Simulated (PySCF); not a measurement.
Compound: C₆H₁₃OP.
Geometry (PBE0-D3(BJ)/def2-SVP, Å), atoms numbered from 1 in this order:
```xyz
21
C6H13OP angstrom
C      2.1135   -1.0462    0.6698
C      1.3993    0.1735    0.0947
C      0.0745    0.4769    0.8134
C     -0.9687   -0.5770    0.4190
C     -2.4158   -0.1313    0.5574
P     -0.4833   -1.1089   -1.2861
O     -0.3092   -2.5802   -1.5029
C      1.0161   -0.0514   -1.3764
H      1.5379   -1.9711    0.5039
H      2.2850   -0.9343    1.7514
H      3.0911   -1.1884    0.1847
H      2.0657    1.0480    0.1789
H      0.2059    0.5211    1.9067
H     -0.2845    1.4723    0.4971
H     -0.8152   -1.4990    1.0056
H     -2.6429    0.1443    1.5994
H     -3.1145   -0.9301    0.2655
H     -2.6273    0.7497   -0.0702
H     -1.4361   -0.4774   -2.1483
H      1.7942   -0.5523   -1.9708
H      0.7564    0.8996   -1.8696
```

Level: PBE0/pcSseg-1 in PySCF, non-relativistic, on one gas-phase PBE0-D3(BJ)/def2-SVP geometry that isn't relaxed in the solvent. The solvent is an IEF-PCM continuum (cavity from Bondi-type radii × 1.2). Only the electrostatic response of the medium enters.

```csv
run,E − E(gas) (kJ/mol),HOMO (eV),HOMO–LUMO gap (eV),dipole (D)
gas,0.00,-7.31,8.10,4.25
P,-39.05,-7.48,8.70,5.74
Q,-17.41,-7.38,8.36,4.86
```

Question: The runs were made in benzene and water. Which run belongs to which solvent?

Answer: P = water, Q = benzene. The dielectric constants are 2.271 (benzene), 78.36 (water), and the energy falls further as ε rises. In this model the ground state sees the solvent through ε alone.

Question: How constant is the ratio of the lowering to (ε − 1)/(2ε + 1)?

Answer: 
```csv
solvent,(ε − 1)/(2ε + 1),E − E(gas) (kJ/mol),ratio (kJ/mol),polarisation term (kJ/mol)
benzene,0.229,-17.41,-75.9,-19.01
water,0.490,-39.05,-79.6,-47.93
```

The ratio changes by +4.9 % in size from benzene to water. The polarisation term is half the interaction of the solute with the induced surface charges.

The run took 29 s wall on one thread of an Arm Neoverse V2, shared host with 96 logical CPUs at a one-minute load of 35, and the process peaked at 1.3 GiB of memory. This is the whole shielding run at PBE0/pcSseg-1 in water, SCF included.
